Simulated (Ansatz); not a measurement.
Basis-set extrapolation for CH7BFNOSi, SMILES `NBOC[SiH2]F` (PBE0-D4/def2-TZVP geometry, frozen core, Ansatz). Multiplicity 1, RHF reference.

```tsv
	def2-TZVPP	def2-QZVPP
HF	-584.601253	-584.625015
MP2 correlation	-1.089466	-1.175525
CCSD(T) correlation	-1.171760	not run
```

Energies in hartree. Use E(X) = E(∞) + A·exp(−7.88·√X) for Hartree–Fock and E(X) = E(∞) + B·X^(−2.97) for correlation, with X = 3 and 4, and add CCSD(T) minus MP2 of the smaller set to the MP2 limit.

**Question.** What is the CCSD(T) energy at the basis-set limit?

**Answer.** HF limit: -584.625015 + (-0.023762) × 0.13774 = -584.62829. MP2 limit: -1.175525 + (-0.086059) × 0.74074 = -1.23927. Higher-order term: -1.171760 − (-1.089466) = -0.08229. Total: -585.94985 hartree, 464.3 kJ/mol below CCSD(T)/def2-TZVPP.
